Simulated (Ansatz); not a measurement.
Mulliken charges of ClH3SSn (`[SH][SnH2][Cl]`) from B3LYP/def2-TZVPP in Ansatz (PBE0-D4/def2-TZVP geometry).

```csv
atom,x (Å),y (Å),z (Å),charge (e)
S1,-1.233,-1.468,-0.046,-0.352
Sn2,0.445,0.192,0.297,0.819
Cl3,-0.524,2.304,0.095,-0.381
H4,-1.268,-1.269,-1.375,0.116
H5,1.633,0.126,-0.915,-0.102
H6,0.989,0.050,1.898,-0.099
```

Question: By hand: the dipole of these point charges (1 e Å = 4.8032 D).

Answer: Σ q r = (0.587, -0.369, -0.031) e Å, of length 0.694 e Å = 3.33 D.

Question: How does the dipole of the full density compare? (Estimate.)

Answer: Ansatz gave: (0.332, -0.282, -0.075) e Å, 2.12 D; the point charges give 1.57 times that, at 11° from its direction.

Point charges leave out the atoms' own dipoles, such as those of lone pairs, and Mulliken's split depends on the basis, so the two needn't agree.

B3LYP here is the variant with VWN-RPA as its local correlation; programs differ in this.
